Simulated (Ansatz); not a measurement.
System: COs, net charge 0, triplet state. The spin state was set by rule; other spins were not relaxed. SMILES: [C][Os]
Structure (B3LYP-D3(BJ)/def2-TZVP (Ansatz, an electronic-structure program) minimum search):
```xyz
2

Os     0.0000     0.0000    -0.1217
C      0.0000     0.0000     1.5411
```
Charge 0, spin multiplicity 3.

Parts of the frozen-core correlation energy in def2-SVP (Ansatz, hartree). Frozen orbitals: 5; correlated occupied orbitals by spin: 7 and 5; virtual: 34 and 36. Open shells are spin-unrestricted. No spin-orbit coupling. Past Kr the def2 sets carry scalar-relativistic core potentials.

```csv
term,value
reference (HF),-127.54610
MP2 opposite-spin,?
MP2 same-spin,-0.11145
CCSD correlation,?
(T),?
CCSDT minus CCSD(T),-0.00163
T1 diagnostic,0.095
largest doubles amplitude,0.078
<S^2> of the reference,2.825
```

Complete the blanks.


- MP2 opposite-spin, value: -0.19743
- CCSD correlation, value: -0.33470
- (T), value: -0.01672
